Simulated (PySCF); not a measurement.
wavenumber (cm⁻¹), absorption (km/mol per cm⁻¹) and a bar:
```
        0      0.000 
       10      0.001 
       21      0.001 
       31      0.001 
       41      0.002 
       51      0.006 
       62      0.019 #
       72      0.008 
       82      0.003 
       93      0.001 
      103      0.001 
      113      0.001 
      124      0.001 
      134      0.000 
      144      0.000 
      154      0.000 
      165      0.000 
      175      0.000 
      185      0.000 
      196      0.000 
      206      0.000 
      216      0.000 
      227      0.001 
      237      0.001 
      247      0.001 
      257      0.001 
      268      0.001 
      278      0.001 
      288      0.001 
      299      0.001 
      309      0.001 
      319      0.001 
      330      0.001 
      340      0.001 
      350      0.001 
      360      0.002 
      371      0.002 
      381      0.002 
      391      0.003 
      402      0.003 
      412      0.004 
      422      0.005 
      433      0.007 
      443      0.009 
      453      0.012 #
      463      0.019 #
      474      0.032 ##
      484      0.063 ###
      494      0.172 #########
      505      0.596 ##############################
      515      0.297 ###############
      525      0.092 #####
      536      0.041 ##
      546      0.023 #
      556      0.015 #
      566      0.010 
      577      0.007 
      587      0.006 
      597      0.004 
      608      0.004
```

This is the computed harmonic infrared spectrum of singlet [BiS2]+, Lorentzian lines of 15 cm⁻¹ full width. Computed with PBE0/[Bi def2-TZVP with ECP60, S def2-TZVP], scalar-relativistic core potentials, density fitting, no spin–orbit coupling, PySCF.

**Question.** Which bands make it up, and how are they assigned?

**Answer.** In D∞h symmetry, counting bands above 1 % of the strongest: 63 cm⁻¹ (πu, bend, 0.5 km/mol); 507 cm⁻¹ (σu+, stretch, 15 km/mol).

Only a few start shapes were tried, so a lower isomer may exist. No spin–orbit coupling is included, which matters more the heavier the element.
